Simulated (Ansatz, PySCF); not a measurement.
Dimer: N2 (SMILES N#N) (first 2 atoms) with CH3F (SMILES CF); geometry from B3LYP-D3(BJ)/def2-TZVP, rigid monomers moved along the line of their centres of mass till N1···F4 is 4.32 Å.
(charge 0, multiplicity 1):
```xyz
7

N     -0.432     0.021    -0.045
N      0.500     0.053    -0.611
C     -0.306    -0.789     4.658
F      0.911    -0.763     3.986
H     -1.105    -0.605     3.940
H     -0.430    -1.770     5.118
H     -0.300    -0.013     5.424
```

Counterpoise-corrected where a basis set is named; no monomer relaxation.

Frozen-core correlation. CBS: X⁻³ extrapolation of the correlation energy, Hartree–Fock from the larger set.

Codes used: Ansatz (Gaussian basis) for Hartree–Fock, density functionals and correlated methods; PySCF for the dispersion terms. 

PBE/def2-TZVPPD gives -0.20 kcal/mol for the interaction energy.

**Question.** Predict the shift from PBE, with its sign, for: PBE-D3(BJ)/def2-TZVPPD, r2SCAN/def2-TZVPPD, PBE0/def2-TZVPPD, wB97M-V/def2-TZVPPD, MP2/CBS(aug-cc-pVDZ, aug-cc-pVTZ), MP2/CBS(aug-cc-pVDZ, aug-cc-pVTZ) + ΔCCSD(T)/aug-cc-pVDZ.

**Answer.** PBE-D3(BJ)/def2-TZVPPD -0.13; r2SCAN/def2-TZVPPD 0.03; PBE0/def2-TZVPPD 0.03; wB97M-V/def2-TZVPPD -0.07; MP2/CBS(aug-cc-pVDZ, aug-cc-pVTZ) -0.09; MP2/CBS(aug-cc-pVDZ, aug-cc-pVTZ) + ΔCCSD(T)/aug-cc-pVDZ -0.07 kcal/mol. 2 of 6 lie above PBE; the widest gap is to PBE-D3(BJ)/def2-TZVPPD.

Ansatz is a quantum-chemistry and plane-wave program.
